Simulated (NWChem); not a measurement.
Species: C2H6Bi cation; SMILES [CH3][Bi+][CH3]

```xyz
9

Bi     0.0000     0.0000     0.2976
C      1.6404     0.0484    -1.2363
H      1.7700    -1.0060    -1.5755
H      2.5866     0.4072    -0.7904
H      1.3311     0.6551    -2.1107
C     -1.6404    -0.0484    -1.2363
H     -1.3311    -0.6551    -2.1107
H     -1.7700     1.0060    -1.5755
H     -2.5866    -0.4072    -0.7904
```
Atoms are numbered in this order, from 1.

Level: PBE-D3(BJ)/def2-SVP with def2 effective core potentials on Bi (NWChem), optimised geometry, unscaled harmonic frequencies. def2 effective core potentials on Bi; no spin-orbit coupling.

| frequency (cm⁻¹) | IR intensity (km/mol) |
|---|---|
| 49 | 0.7 |
| 70 | 0.6 |
| 160 | 0.0 |
| 471 | 13.7 |
| 478 | 5.9 |
| 574 | 2.2 |
| 611 | 0.0 |
| 704 | 5.1 |
| 792 | 15.3 |
| 1141 | 4.3 |
| 1153 | 4.7 |
| 1327 | 8.0 |
| 1327 | 10.2 |
| 1349 | 45.1 |
| 1350 | 8.3 |
| 2950 | 35.4 |
| 2955 | 16.5 |
| 3062 | 0.0 |
| 3063 | 6.3 |
| 3129 | 12.5 |
| 3129 | 3.5 |

| Quantity | Result |
|---|---|
| zero-point energy | 42.6 kcal/mol |
| thermal correction to the enthalpy at 298.15 K (with zero-point energy) | 47.1 kcal/mol |
| heat capacity Cv | 19.0 cal/(mol K) |
| entropy at 298.15 K and 1 atm (symmetry number 2) | 80.9 cal/(mol K) |

Rigid rotor and harmonic oscillator; modes under 100 cm⁻¹ make the entropy uncertain.
